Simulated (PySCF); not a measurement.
# Electron correlation in Al⁺ (aluminium, charge +1)

Starting occupation: [Ne] 3s2. All numbers are calculated (PySCF 2.14, X2C-1e with screened-nucleus spin-orbit coupling, Gaussian nucleus, in x2c-TZVPPall-2c with one added diffuse shell each of s, p, d type (6s7p4d1f, 54 functions)). Frozen: nothing; 12 electrons correlated.

MP2 pair energies summed by pair of shells (mhartree):

| pair | energy | share (%) |
| --- | --- | --- |
| 2p1/2-2p3/2 | -49.32 | 24.3 |
| 2p3/2-2p3/2 | -44.70 | 22.0 |
| 3s1/2-3s1/2 | -27.61 | 13.6 |
| 2p3/2-2s1/2 | -18.54 | 9.1 |
| 1s1/2-1s1/2 | -16.26 | 8.0 |
| 2p3/2-3s1/2 | -11.12 | 5.5 |
| 2p1/2-2p1/2 | -10.00 | 4.9 |
| 2p1/2-2s1/2 | -9.28 | 4.6 |
| 2p1/2-3s1/2 | -5.51 | 2.7 |
| 2s1/2-2s1/2 | -4.01 | 2.0 |
| 1s1/2-2p3/2 | -2.24 | 1.1 |
| 1s1/2-2s1/2 | -1.93 | 0.9 |
| 2s1/2-3s1/2 | -1.49 | 0.7 |
| 1s1/2-2p1/2 | -1.13 | 0.6 |
| 1s1/2-3s1/2 | -0.17 | 0.1 |

Total MP2 correlation energy: -203.31 mhartree.

```
  level  correlation energy (mhartree)
   CCSD                        -214.75
    (T)                          -2.34
CCSD(T)                        -217.09
```

Diagnostics: T1 = 0.0061, largest double amplitude 0.102.

Cost of the coupled-cluster step: 330 s of wall time on 4 threads of Neoverse-V1 (shared host), for 12 occupied and 96 virtual spinors.

Iterations:

```
Init t2, MP2 energy = -0.203313846316013
CCSD nocc = 12, nmo = 108
Init t2, MP2 energy = -0.203313846316013
Init E_corr(GCCSD) = -0.203313846316013
cycle = 1  E_corr(GCCSD) = -0.209819986213823  dE = -0.0065061399  norm(t1,t2) = 0.0484022
cycle = 2  E_corr(GCCSD) = -0.212962129224687  dE = -0.00314214301  norm(t1,t2) = 0.0208227
cycle = 3  E_corr(GCCSD) = -0.214745419971281  dE = -0.00178329075  norm(t1,t2) = 0.00976839
cycle = 4  E_corr(GCCSD) = -0.214766389784999  dE = -2.09698137e-05  norm(t1,t2) = 0.000805742
cycle = 5  E_corr(GCCSD) = -0.214745288977812  dE = 2.11008072e-05  norm(t1,t2) = 0.000160753
cycle = 6  E_corr(GCCSD) = -0.214748914517115  dE = -3.6255393e-06  norm(t1,t2) = 2.44289e-05
cycle = 7  E_corr(GCCSD) = -0.214748668976292  dE = 2.45540823e-07  norm(t1,t2) = 3.8221e-06
cycle = 8  E_corr(GCCSD) = -0.214748589161612  dE = 7.98146794e-08  norm(t1,t2) = 9.00221e-07
cycle = 9  E_corr(GCCSD) = -0.214748579345528  dE = 9.8160847e-09  norm(t1,t2) = 2.85451e-07
GCCSD converged
E(GCCSD) = -242.3196467601893  E_corr = -0.2147485793455276
```

The basis has no tight functions for the innermost shells, so their pair energies are far from complete.

This basis was not built for core-valence correlation, so the inner-shell part is incomplete.
